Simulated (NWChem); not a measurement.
# Basis-set convergence for Cl₃In

SMILES: [Cl][In]([Cl])[Cl]
```xyz
4

In     0.0000     0.0000     0.0000
Cl     0.0000     0.0000     2.3209
Cl    -2.0100     0.0000    -1.1604
Cl     2.0100     0.0000    -1.1604
```
Charge 0, spin multiplicity 1.

All runs are NWChem calculations. Structure: optimised with PBE0/def2-SVP with def2 effective core potentials on In, a minimum by its harmonic frequencies.

Quantity: LUMO energy at the level PBE.

Effective core potentials replace the inner electrons of In; spin-orbit coupling is left out. The structure started from a generated list of species.

The cost column gives rough processor time relative to def2-SVP; each entry includes its own SCF.

Q: In def2-TZVPD the value is -4.05 eV. Among def2-SVP, def2-SVPD, def2-TZVP, def2-TZVPP, which is the smallest basis within 0.1 eV of it?

A: def2-TZVP, with 161 functions against 194 (also within reach: def2-TZVPP). def2-TZVPD isn't the basis-set limit itself, and a small set can land close by cancellation.

```tsv
basis	functions	LUMO energy (eV)	relative cost
def2-SVP	80	-3.82	1
def2-SVPD	113	-4.20	under 3
def2-TZVP	161	-3.98	5
def2-TZVPP	176	-3.98	6
def2-TZVPD	194	-4.05	9
```
